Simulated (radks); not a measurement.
Results of a calculation; reference values are marked as such.
Valence configurations of Kr+ (all share [Ar]). Code: a radial shooting solver on a logarithmic mesh with Libxc functionals. Model: non-relativistic Kohn-Sham, LDA (Slater exchange, Perdew-Wang correlation), spin-polarised, spherical densities, point nucleus; open shells are filled with parallel spins first. Energies are relative to 3d10 4s2 4p5; eigenvalues in eV for spin up.

| valence | E (eV) | moment (Bohr magnetons) | e(3d) | e(4p) | e(4s) |
|---|---|---|---|---|---|
| 3d10 4s2 4p5 | 0.000 | 1 | -95.559 | -20.049 | -33.551 |
| 3d9.5 4s2 4p5.5 | 39.402 | 1 | -102.80 | -20.829 | -34.730 |
| 3d10 4s1 4p6 | 13.501 | 1 | -96.980 | -20.672 | -34.353 |
| 3d10 4s1.5 4p5.5 | 6.740 | 1 | -96.273 | -20.361 | -33.954 |
| 3d9 4s2 4p6 | 81.534 | 1 | -110.17 | -21.602 | -35.886 |
| 3d9.5 4s1.5 4p6 | 46.333 | 1 | -103.49 | -21.131 | -35.116 |

NIST lists [Ar] 3d10 4s2 4p5 as the ground configuration; this level of theory agrees among the configurations tried. The energies are those of spherical high-spin densities, not of single terms.
